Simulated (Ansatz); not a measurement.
Consider the redistribution: `N[SiH2][SiH2]N` + `P[O][SbH2]` → `N[SiH2]OP` + `N[SiH2][SbH2]`.

Computed with Ansatz on PBE0-D4/def2-TZVP structures; ΔE is electronic, products minus reactants. CCSD(T)/CBS adds triple-zeta CCSD(T) − MP2 to the extrapolated MP2 energy (def2 sets, frozen cores). Functionals use def2-TZVPP. HSE06 is defined as in plane-wave codes. def2 core potentials past Kr. For Sb outer-core shells are correlated without core-valence functions, which leaves a few kJ/mol of doubt a bond. Each species was taken in one conformer, which may not be the lowest.

```csv
level,ΔE (kJ/mol)
LDA (SPW92),-154.8
B97M-V,-139.9
r2SCANh-D4,-158.4
HSE06,-153.6
RPA@PBE/def2-TZVPP,-146.7
HF/def2-SVP,-172.1
CCSD(T)/def2-TZVPP,-157.7
MP2/def2-QZVPP,-165.2
```

Problem. What does CCSD(T)/CBS give? (Best estimate.)

Solution. Ansatz gave: -157.0 kJ/mol. The listed levels differ from it by 2.2, 17.1, -1.4, 3.4, 10.3, -15.1, -0.7, -8.2 kJ/mol.

Largest T1 diagnostic among the species: 0.015.

In def2-TZVPP, CCSD(T) changes the Hartree–Fock value by +13.1 kJ/mol (the triples alone add +2.9 kJ/mol) and MP2 by +4.5 kJ/mol. From r2SCAN to r2SCAN0 (25 % exact exchange), in def2-TZVPP and without D4, ΔE moves by −9.4 kJ/mol. Leaving LDA and LC-ωPBE aside and taking each functional with its dispersion term where it has one, the values, not all of them listed here, spread over 26.5 kJ/mol, from r2SCAN0-D4 to revPBE-D4. LDA lies −12.8 kJ/mol from PBE without D4.

CCSD(T)/CBS has its own doubt, a few kJ/mol and more with outer-core shells, so smaller differences from it don't rank the levels.
